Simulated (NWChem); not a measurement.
System: CH4AlFO; SMILES C[O][AlH][F]

```xyz
8

Al    -0.5861     0.6258     0.0171
H     -1.9413     1.3879    -0.1552
F      0.8150     1.4757     0.3066
O     -0.5446    -1.0502    -0.0899
C      0.2924    -2.1563    -0.0264
H      0.2575    -2.7232    -0.9733
H      1.3466    -1.8856     0.1650
H     -0.0303    -2.8406     0.7777
```
Atoms are numbered in this order, from 1.

Results from NWChem. Geometry optimised at PBE0/def2-SVP; all other runs use it. Pople sets run with spherical d functions. Vzz has the sign of the potential's second derivative.

| quantity | level | value |
|---|---|---|
| vertical, lowest state with f > 0.02, singlet (eV) | PBE0/6-31+G*, TDA | 7.06 |
| −ε(HOMO) (eV) | PBE/def2-SVP | ___ |
| orbital gap (eV) | PW91/def2-SVP | ___ |
| Vzz O4 (a.u.) | PBE/6-31G* | ___ |
| dipole (D) | PBE0/def2-SVP | 1.27 |
| highest harmonic frequency (cm⁻¹) | PBE0/def2-SVP | 3105 |

Question: Complete the blanks.

Answer: 
- −ε(HOMO) (eV), value: 6.74
- orbital gap (eV), value: 5.70
- Vzz O4 (a.u.), value: 1.473
